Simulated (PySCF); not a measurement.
# LDA on Sc (scandium, neutral)

Configuration: [Ar] 3d1 4s2, 2D determinant. All numbers are calculated (PySCF 2.14, scalar relativity by spin-free X2C-1e, in aug-cc-pwCVTZ-DK with one added diffuse shell each of s, p, d, f, g type (11s10p8d5f4g, 152 functions)).

```json
{
 "Total energy": "-762.211 hartree",
 "One-electron energy": "-1045.269 hartree",
 "Hartree (Coulomb) energy": "320.273 hartree",
 "Exchange-correlation energy": "-37.215 hartree",
 "⟨S²⟩": "0.9017",
 "⟨L²⟩": "6.509",
 "Sum of ⟨r⟩": "21.02 bohr",
 "Sum of ⟨r²⟩": "49.04 bohr²",
 "Traceless quadrupole moment −½Σ⟨3z² − r²⟩ along its main axis": "0.211 e·bohr²",
 "Langevin diamagnetic susceptibility": "-38.8 ×10⁻⁶ cm³/mol",
 "Time after the integrals": "of the order of 5 core-seconds"
}
```

```json
{"shell": "1s β", "electrons": "1", "mean orbital energy (eV)": "-4381.6", "spread (eV)": "0", "rms radius, mean of both spins (bohr)": "0.0846"}
{"shell": "1s α", "electrons": "1", "mean orbital energy (eV)": "-4381.6", "spread (eV)": "0", "rms radius, mean of both spins (bohr)": "0.0846"}
{"shell": "2s α", "electrons": "1", "mean orbital energy (eV)": "-472.42", "spread (eV)": "0", "rms radius, mean of both spins (bohr)": "0.375"}
{"shell": "2s β", "electrons": "1", "mean orbital energy (eV)": "-472.20", "spread (eV)": "0", "rms radius, mean of both spins (bohr)": "0.375"}
{"shell": "2p α", "electrons": "3", "mean orbital energy (eV)": "-387.57", "spread (eV)": "0.260", "rms radius, mean of both spins (bohr)": "0.343"}
{"shell": "2p β", "electrons": "3", "mean orbital energy (eV)": "-387.40", "spread (eV)": "0.411", "rms radius, mean of both spins (bohr)": "0.343"}
{"shell": "3s α", "electrons": "1", "mean orbital energy (eV)": "-54.680", "spread (eV)": "0", "rms radius, mean of both spins (bohr)": "1.16"}
{"shell": "3s β", "electrons": "1", "mean orbital energy (eV)": "-54.018", "spread (eV)": "0", "rms radius, mean of both spins (bohr)": "1.16"}
{"shell": "3p α", "electrons": "3", "mean orbital energy (eV)": "-33.557", "spread (eV)": "0.365", "rms radius, mean of both spins (bohr)": "1.27"}
{"shell": "3p β", "electrons": "3", "mean orbital energy (eV)": "-32.894", "spread (eV)": "0.963", "rms radius, mean of both spins (bohr)": "1.27"}
{"shell": "4s α", "electrons": "1", "mean orbital energy (eV)": "-4.334", "spread (eV)": "0", "rms radius, mean of both spins (bohr)": "3.93"}
{"shell": "4s β", "electrons": "1", "mean orbital energy (eV)": "-4.101", "spread (eV)": "0", "rms radius, mean of both spins (bohr)": "3.93"}
{"shell": "3d α", "electrons": "1", "mean orbital energy (eV)": "-3.573", "spread (eV)": "0", "rms radius, mean of both spins (bohr)": "2.19"}
```

⟨S²⟩ = 0.90 against 0.75 shows spin contamination.

Densities and radii are taken from the X2C orbitals without a picture-change correction, which distorts them close to the nucleus.
